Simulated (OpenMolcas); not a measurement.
## As⁺: effect of the active space

```yaml
Program: OpenMolcas 26.06
Method: SS-CASPT2 or its RAS form, IPEA 0.25 Eh, imaginary shift 0.1 Eh
Basis: ANO-RCC-VTZP
Scalar_Hamiltonian: DKH2, point nucleus
Spin-orbit_coupling: state interaction with AMFI integrals over the reference wave functions, term energies averaged over their components
```

A. 2 electrons in 3 orbitals (4p); 2S+1 = 3 even, 3 roots; 2S+1 = 1 even, 6 roots; closed shells correlated: 3d 4s; CASPT2 step roughly 1.1 core-seconds
B. 4 electrons in 4 orbitals (4s 4p); 2S+1 = 3 even, 3 roots; 2S+1 = 1 even, 6 roots; 2S+1 = 5 odd, 1 root; 2S+1 = 3 odd, 9 roots; 2S+1 = 1 odd, 8 roots; closed shells correlated: 3d; CASPT2 step about 3 core-seconds
C. 4 electrons in 8 orbitals (4s 4p 5s 5p); 2S+1 = 3 even, 3 roots; 2S+1 = 1 even, 9 roots; 2S+1 = 5 odd, 1 root; 2S+1 = 3 odd, 9 roots; 2S+1 = 1 odd, 8 roots; closed shells correlated: 3d; CASPT2 step roughly 9 core-seconds
D. 4 electrons in 9 orbitals (RAS2 4s 4p; RAS3 4d, at most 2 electrons); 2S+1 = 3 even, 6 roots; 2S+1 = 1 even, 6 roots; 2S+1 = 5 odd, 1 root; 2S+1 = 3 odd, 8 roots; 2S+1 = 1 odd, 8 roots; closed shells correlated: 3d; CASPT2 step of the order of 16 core-seconds

Energies in cm⁻¹ above 4s² 4p² ³P₀, the measured ground level; measured values from NIST Handbook of Basic Atomic Spectroscopic Data.

```csv
Level,A,B,C,D,Measured
4s² 4p² ³P₀,0.0,0.0,0.0,0.0,0.0
4s² 4p² ³P₁,936,945,897,951,1063
4s² 4p² ³P₂,2290,2280,2190,2320,2541
4s² 4p² ¹D₂,10170,9890,10300,10140,10096
4s² 4p² ¹S₀,23020,21610,22080,22940,22599
```

Deviations, from unrounded energies. A percentage is the sum of absolute deviations over the sum of measured energies, with the sign that they share, or ± where signs differ.

```
                        Against measurement  Levels      A      B      C     D
             mean absolute deviation (cm-1)       4    220    400    310   180
      fine structure of the ground term (%)       2  -10.5  -10.6  -14.4  -9.3
other terms of the ground configuration (%)       2   +1.5   -3.7   ±2.2  +1.2
```

D lies closest to measurement on these levels and B furthest from it. The largest miss of D in the table is 4s² 4p² ¹S₀, by +350 cm-1. The ranking rests on the paired levels alone, and a cruder setting can come out closer through cancelling errors.

Among A to D the level of the table that moves most is 4s² 4p² ¹S₀, by 1400 cm-1 (lowest in B, highest in A). Moves below CASPT2's spread within the term are not significant.

CASPT2 breaks the degeneracy within a term, and the mean is taken; among the terms shown or strongly mixed into the levels shown the widest spread is 100 cm-1 (4s² 4p² ¹D, A). Over all roots computed the reference weight is 0.86 to 0.98 in B, 0.84 to 0.98 in C; the roots of lowest weight are the least certain, and an intruder state may touch them. With the s shell closed, the reference lacks s² → p² mixing (holds for A). The run also gave levels led by 4s² 4p 5p, 4s² 4p 5s, which use shells meant for correlation; these and all levels above them are left out (holds for C). The run also gave levels led by 4s 4p² 4d, 4s² 4p 4d, which use shells meant for correlation; these and all levels above them are left out (holds for D). Measured partners are found by configuration, term and J. A level has none where our copy of the source lacks it or the pairing is in doubt (some pairs that miss far off the trend of their configuration count as doubtful), and it then counts in no deviation. Levels of configurations outside the active space are missing. Levels that lie high or do not pair safely by name in every column are left out.
